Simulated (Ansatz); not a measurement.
# Which is lower?

The two ends of one reaction step of HfH2OF4, closed shell (PBE0-D4/def2-TZVP).

A:

Hf1  (-0.122, -0.280, -0.839)
F2  (1.371, -1.270, -0.133)
F3  (0.069, -0.668, -2.694)
F4  (-1.830, -1.021, -0.437)
F5  (-0.070, 1.644, -0.892)
H6  (0.647, -0.063, 1.959)
O7  (-0.049, 0.354, 1.440)
H8  (-0.017, 1.303, 1.596)
(Å)

B:

| atom | x (Å) | y (Å) | z (Å) |
| --- | --- | --- | --- |
| Hf1 | -0.3859 | 0.0596 | -0.6534 |
| F2 | 0.8655 | -1.5676 | 0.5552 |
| F3 | 0.8456 | -0.2441 | -2.0714 |
| F4 | -1.8217 | -1.1866 | -0.5818 |
| F5 | -1.2407 | 1.6764 | -1.1622 |
| H6 | 0.9433 | -0.8171 | 1.1710 |
| O7 | 0.3889 | 0.6425 | 1.1058 |
| H8 | 0.4053 | 1.4369 | 1.6365 |

Computed with Ansatz 0.2.0 (basis: def2-TZVPP); correlated methods freeze the cores. Core potentials replace the inner electrons of the atoms past krypton. B3LYP uses VWN-RPA correlation.

Problem. Which structure is lower at CCSD(T), and by how much? (Judge from chemistry; the value comes from the calculation.)

Solution. Computed: A, by 79.2 kJ/mol (electronic energy, against the other). By their contacts, A is HfH₂OF₄ ([OH2][Hf]([F])([F])([F])[F]) and B is HfH₂OF₄ ([OH][Hf]([F])([F])([F])[FH]).

All methods give the same order:

| method | E(B) − E(A) (kJ/mol) |
| --- | --- |
| SPW92 | 60.3 |
| PBE-D4 | 72.8 |
| BLYP-D4 | 76.7 |
| r2SCAN-D4 | 78.5 |
| B97M-V | 85.4 |
| PBE0-D4 | 77.4 |
| B3LYP-D4 | 79.6 |
| r2SCAN0-D4 | 80.6 |
| BHLYP-D4 | 85.4 |
| CAM-B3LYP-D4 | 79.5 |
| wB97X-V | 82.0 |
| wB97M-V | 80.4 |
| B2PLYP | 79.6 |
| PBE-QIDH | 79.2 |
| RPA on PBE | 79.0 |
| HF | 99.2 |
| MP2 | 76.2 |
| CCSD | 82.4 |
| CCSD(T) | 79.2 |

No T1 diagnostic of these runs exceeds 0.016.

Labels in which every atom is bracketed show which atoms are joined, not bond orders.

For scale, one of the runs: CCSD(T)/def2-TZVPP, 239 basis functions, launched by `ansatz run in.yaml --threads 8 --pin off --events-out ev --progress --plain --max-ram 19148MiB`. The run took 4.4 min on 8 CPU threads of an Intel Xeon (shared host), with 6 GiB of host memory at its peak.
